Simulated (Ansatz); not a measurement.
Frontier orbitals of C4H10Br2F2In2, SMILES `C[CH2][In@-]1([F])[Br+][In@@-]([F])([CH2]C)[Br+]1`.

```csv
atom,x (Å),y (Å),z (Å)
C1,3.3294,-0.2289,-1.0082
C2,2.7717,-1.6191,-1.2611
In3,0.6344,-1.6501,-1.3928
F4,-0.6378,-2.6541,-2.4691
Br5,-0.5229,-1.8620,1.0356
In6,-0.5597,0.8083,1.0374
F7,1.3210,1.1156,1.4732
C8,-2.4135,1.6162,1.7320
C9,-3.6045,0.9843,1.0306
Br10,-0.3618,0.8455,-1.6280
H11,4.4203,-0.2728,-0.9277
H12,3.0905,0.4598,-1.8215
H13,2.9437,0.2085,-0.0853
H14,3.0128,-2.3086,-0.4495
H15,3.1439,-2.0555,-2.1902
H16,-2.4379,1.4521,2.8111
H17,-2.3626,2.6938,1.5638
H18,-4.5397,1.4150,1.4010
H19,-3.6521,-0.0939,1.1979
H20,-3.5752,1.1458,-0.0492
```

Total charge 0; spin multiplicity 1. Correlated methods include outer-core shells of Br, In, which these sets cover unevenly. Scalar relativity is left out up to krypton. In: def2 effective core potential. The structure was optimised at the PBE0-D4/def2-TZVP level. It is one conformer, not always the lowest. Basis def2-TZVPP, Ansatz.

```tsv
functional	HOMO (eV)	LUMO (eV)	gap (eV)
LDA (SPW92)	-7.05	-2.70	4.35
PBE	-6.85	-2.37	4.48
revPBE	-6.77	-2.24	4.53
r2SCAN	-7.10	-2.12	4.98
PBE0	-7.99	-1.52	6.47
B3LYP	-7.80	-1.82	5.98
r2SCANh	-7.53	-1.82	5.71
CAM-B3LYP	-9.26	-0.62	8.64
ωB97M-V	-10.08	0.22	10.30
```

Against PBE, PBE0 changes HOMO and LUMO by −1.14 and +0.85 eV, ωB97M-V by −3.23 and +2.59 eV. A gap of 4.47 eV thus becomes 10.30 eV for the same molecule, so an orbital gap means little without its functional. A positive LUMO is unbound and depends on the basis.

B3LYP here is the variant with VWN-RPA as its local correlation; programs differ in this.
